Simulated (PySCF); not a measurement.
Job for PySCF: D3(BJ) and D4 dispersion corrections on AsGeH5 (SMILES [GeH3][AsH2]), a point of a torsion scan.

```python
from pyscf import gto
from pyscf.dispersion import dftd3, dftd4

mol = gto.M(
    atom='''
    Ge   -0.79967330    0.06254274   -0.02203672
    As    1.57324580   -0.00992509    0.00340446
    H    -1.50643117   -0.89990134   -0.94186785
    H    -1.35523734    1.41293512   -0.39270632
    H    -1.41094924   -0.21493446    1.32777253
    H     1.62751034    0.32125216   -1.46003196
    H     1.57457035   -1.47112140   -0.34025039
    ''',
    basis='def2-svp',
    charge=0, spin=0, verbose=0, max_memory=1800)
d3, d4 = {}, {}
for xc in ['hf', 'pbe', 'blyp', 'revpbe', 'tpss', 'r2scan', 'b3lyp', 'pbe0', 'bhlyp', 'camb3lyp', 'b2plyp']:
    d3[xc] = float(dftd3.DFTD3Dispersion(mol, xc=xc, version='d3bj', atm=False).get_dispersion()['energy'])
    print(f'D3(BJ) {xc:10s} {d3[xc]:14.8f} Eh')
for xc in ['hf', 'pbe', 'blyp', 'revpbe', 'tpss', 'r2scan', 'b3lyp', 'pbe0', 'bhlyp', 'camb3lyp', 'b2plyp']:
    d4[xc] = float(dftd4.DFTD4Dispersion(mol, xc={'camb3lyp': 'cam-b3lyp'}.get(xc, xc), atm=True).get_dispersion()['energy'])
    print(f'D4     {xc:10s} {d4[xc]:14.8f} Eh')
```

Program output:

```
D3(BJ) hf            -0.04125032 Eh
D3(BJ) pbe           -0.00471113 Eh
D3(BJ) blyp          -0.01080124 Eh
D3(BJ) revpbe        -0.01129571 Eh
D3(BJ) tpss          -0.00614517 Eh
D3(BJ) r2scan        -0.00126811 Eh
D3(BJ) b3lyp         -0.00901804 Eh
D3(BJ) pbe0          -0.00428356 Eh
D3(BJ) bhlyp         -0.00789569 Eh
D3(BJ) camb3lyp      -0.00425056 Eh
D3(BJ) b2plyp        -0.00463271 Eh
D4     hf            -0.01547751 Eh
D4     pbe           -0.00456845 Eh
D4     blyp          -0.00993415 Eh
D4     revpbe        -0.01256283 Eh
D4     tpss          -0.00612262 Eh
D4     r2scan        -0.00101218 Eh
D4     b3lyp         -0.00748220 Eh
D4     pbe0          -0.00385031 Eh
D4     bhlyp         -0.00645436 Eh
D4     camb3lyp      -0.00396034 Eh
D4     b2plyp        -0.00314055 Eh
```

The run finished.

Cost: around 0.04 core-seconds (rough).
